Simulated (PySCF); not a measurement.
# Two-component Hartree-Fock for Te (tellurium, neutral)

Start: [Kr] 4d10 5s1 5p4 6s1; 5s1/2 filled at m_j = +1/2; 5p1/2 filled at m_j = +1/2; 5p3/2 filled at m_j = -1/2, +1/2, +3/2; 6s1/2 filled at m_j = +1/2. Calculated with PySCF 2.14 in x2c-SVPall-2c with one added diffuse shell each of s, p type (7s9p4d, 54 functions): generalised Hartree-Fock with the X2C-1e Hamiltonian and a Gaussian nucleus; one run each with spin-orbit coupling (SO) switched off, then screened by Boettger's factors. This is a chosen level, not necessarily the ground level.

```
spinor shell  electrons  ε, spin-free (eV)  ε, screened SO (eV)  weight of nominal j (screened SO)  rms radius, screened SO (bohr)
       1s1/2          2           -31975.2             -31971.8                              1.000                          0.0319
       2s1/2          2            -5005.9              -5004.9                              1.000                           0.130
       2p1/2          2            -4488.8              -4679.7                              1.000                           0.112
       2p3/2          4            -4488.8              -4402.1                              1.000                           0.117
       3s1/2          2            -1043.4              -1043.0                              1.000                           0.343
       3p1/2          2            -871.05              -907.57                              1.000                           0.335
       3p3/2          4            -871.05              -854.18                              1.000                           0.347
       3d3/2          4            -610.65              -616.87                              1.000                           0.320
       3d5/2          6            -610.65              -606.04                              1.000                           0.323
       4s1/2          2            -199.40              -199.22                              1.000                           0.817
       4p1/2          2            -143.55              -150.43                              0.999                           0.860
       4d3/2          4            -59.017              -59.857                              0.949                            1.05
       4d5/2          6            -59.017              -58.214                              0.966                            1.05
       5s1/2          1            -28.041              -27.915                              1.000                            2.18
       5p3/2          3            -13.415              -14.618                              0.608                            2.64
       5p1/2          1            -13.415               -9.979                              0.580                            2.82
       6s1/2          1             -3.057               -3.051                              1.000                            5.74
```

Task: Where does 4p3/2 lie, and what is the 4p spin-orbit splitting (screened SO)?

Result: At -140.21 eV, 10.220 eV above 4p1/2.

```tsv
quantity	spin-free	screened SO
E (hartree)	-6788.74088	-6790.59862
M_J	3	3
⟨J²⟩	12.014	12.015
⟨L²⟩	2.002	2.065
⟨S²⟩	6.012	5.985
```

Each row is a mean over spinors that exchange with the open shell spreads, by up to 1.093 eV (5p3/2).

Rows whose weight is well below 1 are mixtures of j = l ± 1/2: exchange outweighs spin-orbit coupling there, and the label is only the starting occupation.

Breit and QED terms are absent; they matter most for the inner s and p1/2 levels.

Densities and radii are taken from the X2C orbitals without a picture-change correction, which distorts them close to the nucleus.

Without spin-orbit coupling the j labels of p, d and f shells carry no meaning; the spin-free column gives the mean over the occupied spinors of each nl shell.
